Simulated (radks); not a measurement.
Valence configurations of Mn IV (all share [Ar]). Method: non-relativistic Kohn-Sham, PBE, spin-polarised, spherical densities, point nucleus; open shells are filled with parallel spins first; computed with a radial shooting solver on a logarithmic mesh with Libxc functionals. Order these by energy: 3d3 4p1; 3d3.5 4p0.5; 3d2 4p2; 3d1 4s1 4p2; 3d3 4s0.5 4p0.5; 3d3 4s1; 3d4; 3d2.5 4s1 4p0.5; 3d3.5 4s0.5.

Answer. From the lowest, in eV above it: 3d4 0.000; 3d3.5 4s0.5 6.785; 3d3.5 4p0.5 10.193; 3d3 4s1 14.647; 3d3 4s0.5 4p0.5 18.166; 3d3 4p1 21.688; 3d2.5 4s1 4p0.5 27.258; 3d2 4p2 48.766; 3d1 4s1 4p2 73.828. NIST lists [Ar] 3d4 as the ground configuration; this level of theory agrees among the configurations tried. The energies are those of spherical high-spin densities, not of single terms.
